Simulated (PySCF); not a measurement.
## Broadened absorption spectrum of (F3Sn)2NH

Compound: (F3Sn)2NH.
Bonds: Sn1–F2, Sn1–F3, Sn1–F4, Sn1–N5, N5–Sn6, Sn6–F7, Sn6–F8, Sn6–F9. Hydrogens: H10 on N5.

Computed, not measured: PySCF, TDDFT CAM-B3LYP/def2-SVPD, vertical, gas phase, core orbitals frozen in the response, def2 core potentials past Kr. Geometry: PBE0-D3(BJ)/def2-SVP; no solvent, vibrations or thermal averaging. Spin–orbit coupling is left out.

Computed states:

| state | E (eV) | f |
| --- | --- | --- |
| S1 | 4.47 | 0.019 |
| S2 | 6.04 | 0.0041 |
| S3 | 6.54 | 0.210 |
| S4 | 6.92 | 0.0011 |
| S5 | 7.06 | 0.010 |
| S6 | 7.07 | 0.062 |
| S7 | 7.11 | 0.0032 |
| S8 | 7.16 | 0.0014 |
| S9 | 7.24 | 0.064 |
| S10 | 7.34 | 0.0096 |

Broadening: Gaussians 0.3 eV wide at half height, area fixed by f = 4.319×10⁻⁹ ∫ε dν̃. The width is an assumption, not a result. The curve ends short of the highest state used, and states not computed would add to its high-energy end.

**Question.** Give the broadened spectrum and its maxima.

**Answer.** 
```csv
λ (nm),ε (L mol⁻¹ cm⁻¹)
184.1,6312
186.3,12837
188.6,18325
190.9,17586
193.1,11942
195.4,5696
197.6,2131
199.9,703
202.1,399
204.4,380
206.7,346
208.9,254
211.2,144
213.4,67
215.7,24
217.9,8
220.2,2
222.5,0
224.7,0
227.0,0
229.2,0
231.5,0
233.7,0
236.0,0
238.3,0
240.5,0
242.8,0
245.0,0
247.3,0
249.5,1
251.8,3
254.1,10
256.3,28
258.6,69
260.8,147
263.1,286
265.3,486
267.6,761
269.9,1072
272.1,1356
274.4,1581
276.6,1682
278.9,1650
281.1,1500
283.4,1259
285.7,980
287.9,723
290.2,492
292.4,321
294.7,193
296.9,113
299.2,61
301.5,31
303.7,16
306.0,7
308.2,3
```

Maxima: 277 nm (4.47 eV), ε about 1700, made up of S1 (100%); 204 nm (6.07 eV), ε about 380, made up of S2 (95%) (hardly more than a shoulder); 189 nm (6.54 eV), ε about 19000, made up of S3 (100%) (ε in L mol⁻¹ cm⁻¹; maxima over ε = 5, shares over 10%).

**Question.** Coming from long wavelengths, where does ε first pass 100 L mol⁻¹ cm⁻¹?

**Answer.** At about 297 nm (4.17 eV), 0.30 eV below S1.

**Question.** On this curve, what absorbance would a 10⁻⁵ mol/L sample give at 193 nm over a 1 cm path?

**Answer.** 193 nm is 6.424 eV, where ε is about 12000 L mol⁻¹ cm⁻¹, so A = ε c l ≈ 0.12 (Beer–Lambert, with the gas-phase spectrum and the assumed width).

**Question.** What would ε be at 6.54 eV, the highest of these maxima, with half the width (0.15 eV)?

**Answer.** About 37700 L mol⁻¹ cm⁻¹ against 18900, a factor of about 2.00; a lone state at its own centre would give exactly 2.

The vertical ionisation energy (ΔSCF) is 11.93 eV, 4.59 eV above S10.
